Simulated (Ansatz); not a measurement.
**CaS: shapes and states compared**

Calculated in Ansatz's Gaussian-basis code. Basis cc-pwCVTZ-X2C on Ca, cc-pVTZ-DK on S, scalar X2C without spin–orbit coupling, 10 orbitals frozen in the corrections; active space CAS(8,8). Restricted Hartree–Fock, then the lowest state-specific CASSCF solution met for each case. Coupled cluster stands on the determinant that it favours, not always the lowest RHF. Single-reference values can break down or jump between states where bonds are stretched. Unlike active orbitals can shift such differences by tenths of an eV, at times by over 1 eV.

Case A, singlet: bond length 2.3180 Å.

Case B, triplet: the shape of A.

Case C, singlet: bond length 2.6657 Å.

Energy less that of case A, in eV:

```tsv
case	RHF/ROHF	CASSCF	CCSD(T)
B	-0.029	+0.558	+1.050
C	+0.529	+0.094	+0.438
```

(1) Give the SC-NEVPT2 energies against case A.

(2) Which case is lowest, and do the methods agree?

Results:

(1) B: +1.118 eV (25.8 kcal/mol); C: +0.798 eV (18.4 kcal/mol).

(2) A is lowest in SC-NEVPT2. RHF/ROHF puts B lowest.
